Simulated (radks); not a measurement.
Results of a calculation; reference values are marked as such.
Trend from Cu3+ to Au3+: ionisation energy by Delta-SCF between NIST ground configurations, and size. Level of theory: Dirac Kohn-Sham, PBEsol, spin-unpolarised, spherical densities, finite nucleus; open shells fill j = l - 1/2 first; Fermi nuclear charge, rms radius of each element as measured or else 0.836 A^(1/3) + 0.57 fm (a radial shooting solver on a logarithmic mesh with Libxc functionals).

| species | configuration | configuration of the ion | IE (eV) | NIST (eV) | kind | -e(HOMO) (eV) | r at 0.001 e/bohr^3 (bohr) |
|---|---|---|---|---|---|---|---|
| Cu3+ | [Ar] 3d8 | [Ar] 3d7 | 59.505 | 57.38 | semi-emp. | 48.721 (3d5/2) | 2.64 |
| Ag3+ | [Kr] 4d8 | [Kr] 4d7 | 51.355 | 49 | theory | 43.404 (4d5/2) | 3.07 |
| Au3+ | [Xe] 4f14 5d8 | [Xe] 4f14 5d7 | 46.807 | 45 | theory | 39.783 (5d5/2) | 3.28 |

Reference values: NIST Atomic Spectra Database (exp. = measured, semi-emp. = semi-empirical, theory = theoretical value adopted there). Spin polarisation and multiplet splitting are left out, so open shells lie too high by an amount that depends on their filling.

Beside tabulated values, note that spin-unpolarised runs miss the spin-polarisation part of the exchange energy of open shells.
